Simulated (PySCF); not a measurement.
Planning an excited-state job on AlH11N2Si3.

Method: TDDFT CAM-B3LYP/def2-SVPD, vertical, gas phase, core orbitals frozen in the response (PySCF 2.14.0, density-fitted response routines). Geometry: GFN2-xTB. Work: 8 singlets by full TDDFT, 3 Tamm–Dancoff triplets, polarisability, density fitting. The command runs a driver script over a list of jobs; the input below is this job's line of settings and its coordinates in Å.

Command:
```bash
OMP_NUM_THREADS=1 python probes_run.py task.json out
```

Input:
```
{"job": {"kind": "uv", "xc": "CAM-B3LYP", "basis": "def2-SVPD", "nstates": 8, "ntriplets": 3}, "charge": 0, "multiplicity": 1}
Al    -0.576914     0.315013    -1.488103
N     -1.283840    -0.301710     0.149779
Si    -2.787230    -0.533313     0.989789
Si     0.230361    -0.642780     0.868335
N      1.233087    -0.147709    -0.562435
Si     2.548270     1.002598    -0.370089
H     -0.602428     1.848247    -1.723162
H     -0.655483    -0.679392    -2.682578
H     -2.836746     0.359936     2.154096
H     -3.858849    -0.243000     0.038256
H     -2.844355    -1.919475     1.471879
H      0.637302     0.185433     2.004542
H      0.567294    -2.046552     1.132093
H      1.569750    -0.984101    -1.028733
H      3.472691     0.442769     0.622062
H      3.200163     1.094694    -1.675234
H      1.979928     2.261372     0.089593
```

Hardware: an Intel Xeon Platinum 8259CL at 2.50 GHz with one thread, no GPU, on a shared host. PySCF's memory limit was set to 1040 MB.

Problem. How large is the basis?

Solution. 224 functions for 80 electrons, with 926 fitting functions; the fitted three-index integrals, 926 × 224 × 225/2 numbers of 8 bytes, come to 180 MiB.

Problem. What wall time should be expected on this hardware?

Solution. About 58 s. The SCF took 13 cycles.

Problem. Estimate the peak memory.

Solution. About 1.1 GiB. Peak memory is the resident size of the whole Python process, interpreter and libraries included.

Other jobs ran on the host; a repeat could differ by tens of per cent or more.
